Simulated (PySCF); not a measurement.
PbBrI, SMILES [Pb]([I])[Br] (connectivity only; charge and spin as stated), neutral, multiplicity 1.

Geometry: B3LYP-D3(BJ)/def2-SVP. The def2 effective core potentials stand for the cores of I, Pb; spin–orbit coupling is left out.

Level of theory: PySCF 2.14.0 with B3LYP-D3(BJ)/def2-SVP.

Frequencies are harmonic and unscaled.

```tsv
mode	ν (cm⁻¹)	IR (km/mol)	moving atoms (share of kinetic energy)
1	54	0.6	Br 50 %, I 31 %, Pb 18 %
2	161	22.1	I 60 %, Pb 39 %
3	208	28.1	Br 72 %, Pb 28 %
```
